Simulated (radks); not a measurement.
Results of a calculation; reference values are marked as such.
Problem. Excited configurations of Ar+: one electron is placed in a higher orbital outside [Ne] 3s2 3p4. The ground configuration is [Ne] 3s2 3p5. Code: a radial shooting solver on a logarithmic mesh with Libxc functionals. Model: scalar-relativistic Kohn-Sham, PBE, spin-polarised, spherical densities, point nucleus; open shells are filled with parallel spins first. Excitation = E - E(ground); binding = E(ion) - E, where the ion is the core of charge +2; n* = 2/sqrt(2 binding) in atomic units, and the quantum defect is n - n*.

outer orbital  excitation (eV)  binding (eV)     n*  quantum defect  eigenvalue (eV)  <r> (bohr)
4s                      16.561        11.128  2.212           1.788           -8.629       3.875
4p                      19.254         8.435  2.540           1.460           -6.446       4.653
5d                      24.499         3.190  4.131           0.869           -2.493       12.06
6p                      24.827         2.862  4.361           1.639           -2.316       14.66
6d                      25.523         2.166  5.013           0.987           -1.738       18.63
6f                      25.941         1.748  5.579           0.421           -1.387       21.87
7d                      26.126         1.563  5.901           1.099           -1.279       26.56
7f                      26.379         1.310  6.446           0.554           -1.065       30.52

Estimate the row for 4d.

Solution. excitation (eV) 22.479; binding (eV) 5.210; n* 3.232; quantum defect 0.768; eigenvalue (eV) -3.918; <r> (bohr) 6.724. The Delta-SCF ionisation energy is 27.689 eV (NIST Atomic Spectra Database: 27.630 eV, measured). Self-interaction in the functional shifts the binding energies and quantum defects, so they are the method's values and not measured ones. Open shells are spherical and high-spin; term and fine-structure splittings are not resolved.
